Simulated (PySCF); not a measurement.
CH$_{5}$B$_{2}$Ge (calculated)

Computed with PySCF 2.14.0. Calculation on a computer-drawn molecule: optimised geometry and harmonic frequencies of an isolated molecule of the commonest isotopes, restricted reference for singlets and unrestricted otherwise, frozen core in MP2; on germanium a core potential holds 10 electrons, which the energies leave out, and 3d is frozen in MP2 and coupled-cluster steps.

Entry: CH$_{5}$B$_{2}$Ge

Start structure:
```xyz
9
CH5B2Ge
B     -2.3190     1.9261    -0.8226
C     -2.5592     1.1282    -1.9099
B     -3.1454     1.2975    -3.2438
Ge    -1.8522    -0.8075    -1.7871
H     -2.0965     2.5468     0.1299
H     -3.7026     1.4622    -4.2752
H     -2.2921    -1.2095    -0.2985
H     -2.6181    -1.6385    -2.7577
H     -0.3372    -0.6185    -1.9835
```

Here we set charge 1, multiplicity 1, method HF, basis cc-pVDZ and basis and core potential on germanium cc-pVDZ-PP ECP10MDF.

The calculation gives: rotational constants 10.4, 2.895, 2.334 GHz; total energy -383.2127 hartree; convergence status largest gradient component 6.168e-06 hartree/bohr.

Drawn bonds:
```csv
atom,other atom,order
1,2,2
2,3,1
2,4,1
1,5,1
3,6,1
4,7,1
4,8,1
4,9,1
```

Optimised structure:
```xyz
9
CH5B2Ge
B     -2.2748     2.0141    -0.9625
C     -2.5189     1.0243    -1.9223
B     -3.2614     1.3489    -3.0635
Ge    -1.8204    -0.9237    -1.7256
H     -2.0637     2.8340    -0.1516
H     -3.8807     1.5973    -4.0274
H     -2.4640    -1.4250    -0.4489
H     -2.3247    -1.6065    -2.9824
H     -0.3137    -0.7766    -1.6642
```

Modes:
```csv
frequency (cm⁻¹),reduced mass (dalton)
37,1.12
155.8,3.234
175.2,2.967
213.5,2.935
415.9,5.775
634.3,1.094
639.7,1.07
823.7,1.332
828.3,1.373
839.5,1.366
885,1.355
909.6,1.165
946.8,1.022
947.9,1.025
1289,5.53
1657,6.522
2305,1.016
2314,1.019
2317,1.026
2976,1.124
2980,1.135
```
